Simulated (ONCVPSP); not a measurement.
# Si ONCV: all-electron and pseudo phase curves

| Item | Value |
| --- | --- |
| Element | Si (Z = 14) |
| Generator | ONCVPSP 4.0.1 |
| Type | optimised norm-conserving Vanderbilt (ONCV) |
| Functional | LDA (Perdew-Wang 92) |
| Relativity | scalar-relativistic |
| Frozen core | [Ne] |
| Valence charge | 4 |
| Reference configuration | 3s2 3p2 |
| Partial waves | 3s: rc 1.90 bohr, ncon 3, nbas 6, qcut 2.8 1/bohr, local; 3p: rc 2.35 bohr, ncon 5, nbas 10, qcut 2.8 1/bohr, 1 projector; d scattering state at 0.34 Ha: rc 2.00 bohr, ncon 4, nbas 8, qcut 5.6 1/bohr, 2 projectors, debl 0.7 Ha |
| Local potential | the s channel |
| Core correction | Teter function, fcfact 2.75, rcfact 1.65 |

The phase is arctan(r·R′/R) of the radial function R(r), unwrapped; energies in Ha, scanned from -2 to 5 Ha. A pole is an energy at which the radial function vanishes at the test radius. The pseudo phase is shifted by a multiple of π to meet the all-electron one at the reference energy, and phase errors are pseudo minus all-electron; the curves can meet again beyond the range given. Levels narrower than the energy grid can be missing from the lists of poles.

Q: For each channel, where are the poles, and over which energies does the pseudopotential scatter like the atom?

A:

```tsv
channel	radius (bohr)	reference energy (Ha)	poles, all-electron	poles, pseudo	unbroken range about the reference energy with phases within 0.05 rad	phase error 1 Ha above the reference energy (rad)
s	1.93	-0.40	1.19	0.88, 4.84	below 0.8	-0.033
p	2.38	-0.15	0.72, 4.71	0.65, 3.70	below 0.9	-0.040
d	2.03	0.34	1.72	1.72	below 2.9	+0.000
```

Phases in the p channel:

```tsv
E (Ha)	all-electron	pseudo
-1.98	1.267	1.264
-1.80	1.243	1.239
-1.62	1.212	1.207
-1.44	1.171	1.166
-1.26	1.117	1.111
-1.08	1.038	1.031
-0.90	0.917	0.907
-0.72	0.708	0.696
-0.54	0.319	0.306
-0.36	-0.299	-0.304
-0.18	-0.843	-0.843
0.00	-1.151	-1.153
0.18	-1.324	-1.329
0.36	-1.433	-1.443
0.54	-1.510	-1.528
0.72	-1.572	-1.600
0.90	-1.626	-1.672
1.08	-1.679	-1.755
1.26	-1.736	-1.872
1.44	-1.805	-2.082
1.62	-1.898	-2.580
1.80	-2.043	-3.541
1.98	-2.309	-4.114
2.16	-2.850	-4.343
2.34	-3.590	-4.458
2.52	-4.048	-4.527
2.70	-4.271	-4.575
2.88	-4.394	-4.611
3.06	-4.471	-4.639
3.24	-4.525	-4.663
3.42	-4.564	-4.684
3.60	-4.596	-4.703
3.78	-4.621	-4.720
3.96	-4.643	-4.737
4.14	-4.662	-4.753
4.32	-4.679	-4.770
4.50	-4.695	-4.788
4.68	-4.710	-4.806
4.86	-4.725	-4.828
```
